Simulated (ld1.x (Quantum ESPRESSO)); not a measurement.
# What one change does to a pseudopotential (Mg (Z = 12), RRKJ)

```json
{
 "Element": "magnesium",
 "Generator": "ld1.x (Quantum ESPRESSO) 7.5",
 "Type": "norm-conserving RRKJ (Kleinman–Bylander form)",
 "Functional": "LDA (PZ)",
 "Relativity": "scalar-relativistic",
 "Frozen core": "[He] 2s2",
 "Valence charge": "8",
 "Reference configuration": "2p6 3s1 3p0 (charge +1)",
 "Partial waves": "3s (bound): rc 1.95 bohr; 2p (bound): rc 0.90 bohr",
 "Local potential": "the p channel",
 "Core correction": "a·sin(br)/r model core, default radius (core density twice the valence density)",
 "rho0": "0.005"
}
```

Change: all radii but the core radius scaled by about 1.05 (s 2.04, p 0.94 bohr).

Cutoffs: the cutoffs (Ry, on a coarse ladder) from which the occupation-weighted sum of valence levels, in a spherical-Bessel basis at the reference potential, stays within 10 and 1 mRy of its value at 400 Ry; they do not see the model core or the augmentation charge, which bear on the density cutoff. Errors are all-electron minus pseudo energies relative to the spin-unpolarised reference configuration.

What does the change do?

Both files keep a bound ghost (s); of the 9 tests that both files solve, the error grows in 4 and shrinks in 0 by more than 15 % and 0.3 meV (median size 4.4 → 4.4 meV). More of the atom is replaced by a form fitted at one configuration, so other configurations suffer.

| quantity | base | changed |
| --- | --- | --- |
| cutoff, loose | 200 Ry | 180 Ry |
| cutoff, tight | over 300 Ry | 300 Ry |
| bound ghosts | s | s |
| error for 2p6 3s2 3p0, meV [ΔE -8.07 eV] | +4.4 | +4.4 |
| error for 2p6 3s0 3p0, meV [ΔE 15.05 eV] | +2.5 | +3.2 |
| error for 2p6 3s1.5 3p0, meV [ΔE -4.88 eV] | +1.4 | +1.4 |
| error for 2p6 3s0 3p1, meV [ΔE 4.39 eV] | -47 | -60 |
| error for 2p6 3s0 3p2, meV [ΔE -0.80 eV] | -62 | -79 |
| error for 2p6 3s1 3p1, meV [ΔE -4.55 eV] | -24 | -31 |
| error for 2p5 3s2 3p0, meV [ΔE 50.57 eV] | -655 | -658 |
| error for 2p6 3s1 3p0 (spin-polarised), meV [ΔE -0.32 eV] | +2.0 | +2.3 |
| error for 2p6 3s1.5 3p0 (spin-polarised), meV [ΔE -4.94 eV] | +1.9 | +1.9 |

 A true bound ghost makes a file unfit for plane-wave use even where its test errors are small: the radial tests pick states by their node count and pass the ghost by.
